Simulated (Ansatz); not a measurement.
CH₇B₂ClSi (`CB([SiH3])BCl`). Charge 0, multiplicity 1.

```
atom    x (Å)    y (Å)    z (Å)
  C1   0.4063  -1.0452   1.2410
  B2   0.2777   0.0247   0.1131
 Si3  -1.4007   0.0205  -1.0324
  B4   1.3888   1.1800  -0.2740
 Cl5   1.2006   2.7768   0.4356
  H6   0.9447  -1.8733   0.7490
  H7  -0.5341  -1.4696   1.5984
  H8   1.0260  -0.7455   2.0889
  H9  -1.2701   0.7093  -2.3450
 H10  -2.4462   0.7343  -0.2414
 H11  -1.8790  -1.3708  -1.2762
 H12   2.2860   1.0587  -1.0570
```

Task: Give the diagnostics of a CCSD(T)/def2-TZVPP run (frozen core, the Gaussian-basis code of Ansatz). (Best estimate.)

Result: The calculation gave: T1 = 0.0131, largest single amplitude 0.023, largest double 0.023, (T) share of the correlation energy 3.8 %, 9 CCSD cycles. The RHF solution is stable towards an unrestricted one. T1 lies under the customary mark of 0.02 for closed shells.
